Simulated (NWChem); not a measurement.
System: MoH₂S₃O; SMILES [OH][Mo](=[S])(=[S])[SH]

```xyz
7

Mo    -0.0202    -0.0977    -0.1964
S      1.3010    -1.4774     0.6830
S     -1.9375    -0.2509     0.6421
O     -0.0376    -0.3438    -2.0355
H     -0.8131    -0.1621    -2.5832
S      0.6368     2.0517     0.3605
H      1.9589     1.8395     0.1494
```
Atoms are numbered in this order, from 1.

All runs: NWChem. Medium grid unless said otherwise, to which SCAN and Minnesota functionals are sensitive. The geometry was optimised at PBE0/def2-SVP. No frequency run checked for a minimum. def2 effective core potentials on Mo; no spin-orbit coupling. B3LYP is NWChem's, with the RPA form of VWN correlation. Total energies of different functionals are on different scales.

```json
[
 {"level": "B3LYP/def2-SVP", "energy (Ha)": "-1338.9979", "highest occupied level (eV)": "-7.15", "orbital gap (eV)": "3.71", "dipole (D)": "2.12"},
 {"level": "PBE/def2-SVP", "energy (Ha)": "-1338.3955", "highest occupied level (eV)": "-6.30", "orbital gap (eV)": "2.36", "dipole (D)": "2.28"},
 {"level": "M06-L/def2-SVP", "energy (Ha)": "-1338.9743", "highest occupied level (eV)": "-6.66", "orbital gap (eV)": "2.58", "dipole (D)": "2.43"},
 {"level": "BP86/def2-SVP", "energy (Ha)": "-1339.1813", "highest occupied level (eV)": "-6.40", "orbital gap (eV)": "2.35", "dipole (D)": "2.28"},
 {"level": "SCAN/def2-SVP", "energy (Ha)": "-1339.0541", "highest occupied level (eV)": "-6.65", "orbital gap (eV)": "2.59", "dipole (D)": "2.37"},
 {"level": "Hartree-Fock/def2-SVP", "energy (Ha)": "-1335.7624", "highest occupied level (eV)": "-9.97", "orbital gap (eV)": "9.55", "dipole (D)": "1.99"},
 {"level": "HCTH/407/def2-SVP", "energy (Ha)": "-1339.3490", "highest occupied level (eV)": "-6.47", "orbital gap (eV)": "2.33", "dipole (D)": "2.23"},
 {"level": "B3PW91/def2-SVP", "energy (Ha)": "-1338.8509", "highest occupied level (eV)": "-7.29", "orbital gap (eV)": "3.73", "dipole (D)": "2.19"}
]
```
